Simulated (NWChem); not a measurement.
Molecule: C$_{4}$H$_{4}$O$_{2}$; SMILES Oc1ccco1

```xyz
10

O     -0.0760     1.9939     0.0000
C      0.0808     0.6703     0.0000
C      1.1610    -0.1674     0.0000
C      0.6011    -1.4890     0.0000
C     -0.7482    -1.3361     0.0000
O     -1.0654    -0.0104     0.0000
H      0.7936     2.4064     0.0000
H      2.2111     0.1150     0.0000
H      1.1452    -2.4312     0.0000
H     -1.5868    -2.0255     0.0000
```
Atoms are numbered in this order, from 1.

Program: NWChem. Medium grid unless said otherwise, to which SCAN and Minnesota functionals are sensitive. Coordinates come from a PBE0/def2-SVP optimisation.

Q: Among these, which level gives the lowest value of “dipole (D)”?
A) r2SCAN/def2-SVP
B) M06-2X/def2-SVP
C) B3LYP/def2-SVP
D) PBE/def2-SVP

A: D, PBE/def2-SVP. Values: PBE/def2-SVP 1.79; B3LYP/def2-SVP 1.87; r2SCAN/def2-SVP 1.87; M06-2X/def2-SVP 1.93
